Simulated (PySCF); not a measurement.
Molecule: SMILES C#C/C=C(/C#C)OC(F)F, C$_{7}$H$_{4}$F$_{2}$O.

Bonds (- single, = double, # triple, : aromatic): C1#C2, C2-C3, C3=C4, C4-C5, C5#C6, C4-O7, O7-C8, C8-F9, C8-F10. C1 carries H11; C3 carries H12; C6 carries H13; C8 carries H14. Stereochemistry as in C#C/C=C(/C#C)OC(F)F.

Frames of a GFN2-xTB Langevin trajectory at 300 K; GIAO PBE0/pcSseg-1 shieldings in PySCF, gas phase, non-relativistic; equivalent atoms averaged within each frame.

Scale: ¹³C (186.93 ppm) and ¹H (31.72 ppm) vs TMS; H2O for ¹⁷O (336.08 ppm); ¹⁹F (170.95 ppm) vs CFCl3 (reference shieldings calculated alike). The references are static minima.

**Question.** How do the shifts (ppm) fluctuate along the trajectory?

**Answer.** 
```csv
time (fs),C4,C8,C3,C6,C1,C2,C5,O7,F9/F10,H14
250,147.1,123.2,115.1,103.2,102.5,81.9,81.3,171.5,-89.7,6.93
425,148.4,131.1,112.5,92.3,99.2,96.4,80.3,191.1,-82.8,7.52
625,155.6,116.8,115.9,104.4,109.4,85.0,83.0,190.4,-109.0,6.91
800,151.0,124.0,111.2,104.8,109.8,81.1,77.0,184.7,-90.0,7.26
1000,147.7,126.3,111.0,100.7,105.8,80.9,84.6,194.6,-89.3,7.47
mean of frames,150.0,124.3,113.1,101.1,105.3,85.0,81.2,186.5,-92.2,7.22
standard deviation,3.5,5.2,2.2,5.2,4.6,6.5,2.9,9.1,9.9,0.29
```

5 frames give an uncertainty of the mean of about the standard deviation over 2.2 at best, since frames this close in time may not be independent; classical motion lacks zero-point vibration, and the reference would need the same averaging.
